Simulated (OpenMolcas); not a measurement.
**Mn4+: moving or changing the point charges**

Mn4+ among 6 point charges of -1.5 e arranged as a trigonal antiprism (D3d), 1.77 Å from the ion, with a polar angle of 63.5° against the regular 54.74°.
```
   0.0000    1.5839    0.7900  -1.50
  -1.3717   -0.7920    0.7900  -1.50
   1.3717   -0.7920    0.7900  -1.50
   0.0000   -1.5839   -0.7900  -1.50
   1.3717    0.7920   -0.7900  -1.50
  -1.3717    0.7920   -0.7900  -1.50
```

```json
{
  "Program": "OpenMolcas",
  "Method": "CASSCF",
  "Basis": "ANO-RCC-VDZP [5s4p2d1f]",
  "Scalar Hamiltonian": "DKH2, point nucleus",
  "Active space": "3 electrons in 5 orbitals (3d)",
  "State averaging": "2S+1 = 4 even, 10 roots; 2S+1 = 2 even, 40 roots",
  "Spin-orbit coupling": "RASSI with atomic mean-field integrals over the reference wave functions"
}
```

Runs around this geometry, states (labels of D3, the rotations of D3d). Energies in cm-1 above the lowest state or level, χT in cm3 K/mol.

| R (Å) | q (e) | Polar angle / regular | Ground state | First state of that spin | First gap with spin-orbit (degeneracies) | χT at 300 K | First state of another spin |
| --- | --- | --- | --- | --- | --- | --- | --- |
| 1.77 | -1.5 | 1.07 | 4A2 | 4A1 2911 | 36.5 (2, 2) | 1.460 | 2E 22256 |
| 1.77 | -1.2 | 1.16 | 4A2 | 4A1 1937 | 89.2 (2, 2) | 1.325 | 2E 21917 |
| 1.68 | -1.5 | 1.16 | 4A2 | 4A1 3343 | 50.3 (2, 2) | 1.533 | 2E 22007 |
| 1.77 | -1.5 | 1.16 | 4A2 | 4A1 2477 | 70.9 (2, 2) | 1.429 | 2E 21958 |
| 1.92 | -1.5 | 1.16 | 4A2 | 4A1 1531 | 118.7 (2, 2) | 1.225 | 2E 21773 |

Taking the first state of the same spin as R^-n, n = -ln(1531 / 3343) / ln(1.92 / 1.68) = 5.8 between the shortest and longest distance.

Scaling the charges by -1.2 / -1.5 = 0.80 scales the first state of the same spin by 1937 / 2477 = 0.78; with fixed orbitals a first-order splitting would follow the charge.

Without dynamic correlation the repulsion within the d shell is too large (B by tens of per cent), so at a given field states of lower spin stand too high. The ground term spreads over less than 5000 cm-1, several times less than with real ligands, so orbital moments are less quenched and χT lies further from the spin-only value than at real sites (holds for R = 1.92, q = -1.5, ratio = 1.16). Point charges carry no covalency, so the field is a model and not that of real ligands. No measured value stands beside these numbers.
